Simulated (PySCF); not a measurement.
Species: C2H12Ge2Si.
Geometry (PBE0-D3(BJ)/def2-SVP, Å), atoms numbered from 1 in this order:
```xyz
17
C2H12Ge2Si angstrom
Si    -2.360    0.353    0.650
C     -1.103   -1.032    0.477
Ge     0.162   -0.812   -1.005
C      1.134    0.877   -0.819
Ge     2.081    1.091    0.878
H     -3.320    0.084    1.766
H     -1.674    1.653    0.930
H     -3.142    0.508   -0.616
H     -1.635   -1.988    0.340
H     -0.528   -1.119    1.415
H      1.169   -1.983   -1.000
H     -0.612   -0.826   -2.341
H      1.866    0.954   -1.639
H      0.428    1.714   -0.936
H      2.913    2.388    0.876
H      3.026   -0.106    1.108
H      1.078    1.149    2.046
```

Level of theory: PySCF, TDDFT wB97X-D/def2-SVPD, vertical, gas phase, core orbitals frozen in the response. Relativistic effects, spin–orbit coupling among them, are left out although an element past zinc is present.

Question: What does the calculation give for the low-lying excited states?

Answer: 

```tsv
state	E (eV)	E (hartree)	f	main configurations (H = HOMO, L = LUMO)
S1	7.89	0.2899	0.032	H→L+1 (31%), H→L (28%), H-1→L (23%)
S2	7.98	0.2932	0.0097	H-1→L (40%), H→L (26%), H-1→L+2 (11%)
S3	8.16	0.2999	0.230	H→L+1 (40%), H→L (24%)
S4	8.23	0.3025	0.062	H-2→L (36%), H-1→L+1 (20%)
S5	8.30	0.3050	0.067	H-1→L+1 (42%), H-2→L (26%)
S6	8.35	0.3068	0.053	H-2→L+1 (72%)
S7	8.51	0.3126	0.029	H→L+2 (60%)
S8	8.62	0.3167	0.025	H→L+3 (25%), H-1→L+5 (24%), H-4→L (11%)
S9	8.63	0.3171	0.096	H→L+3 (28%), H-1→L+2 (16%), H-1→L+3 (9%)
S10	8.64	0.3174	0.022	H-3→L (16%), H→L+5 (16%), H→L+3 (10%)
```

Triplets, Tamm–Dancoff:

| state | E (eV) | λ (nm) | main configurations (H = HOMO, L = LUMO) |
| --- | --- | --- | --- |
| T1 | 7.58 | 163.6 | H→L+1 (62%), H→L (18%) |
| T2 | 7.64 | 162.4 | H-1→L (46%), H-1→L+2 (16%), H-1→L+3 (15%) |
| T3 | 7.73 | 160.3 | H→L (52%), H→L+1 (13%) |
| T4 | 7.87 | 157.6 | H-1→L+1 (48%), H-1→L (10%) |

The lowest singlet comes at 157 nm (761 kJ/mol) in the vacuum ultraviolet; it is of moderate strength; its leading configuration is HOMO→LUMO+1 (31%). The most intense listed level is S3 at 8.16 eV (152 nm, f = 0.230), 0.27 eV above S1. S9/S10 lie within about 0.01 eV of each other. Löwdin shares by element: HOMO germanium 35%, carbon 33% or more, hydrogen 10% or more (atoms not listed hold the other 21%); LUMO germanium 41%, silicon 14%, hydrogen 6% or more (atoms not listed hold the other 39%). Orbital energies (eV): HOMO-3 -11.18, HOMO-2 -10.57, HOMO-1 -10.30, HOMO -10.22, LUMO 1.66, LUMO+1 1.97, LUMO+2 2.18. Of the 10 states listed, 9 reach f = 0.01 and none stays under 0.0005. The oscillator strengths of these states sum to 0.625; summed over the whole spectrum of an exact calculation they would give the number of electrons, 102 (Thomas–Reiche–Kuhn). All these states lie below the vertical ionisation energy of 10.31 eV (ΔSCF). Singlets were solved by full linear response, triplets in the Tamm–Dancoff approximation.

One conformer stands for the species.
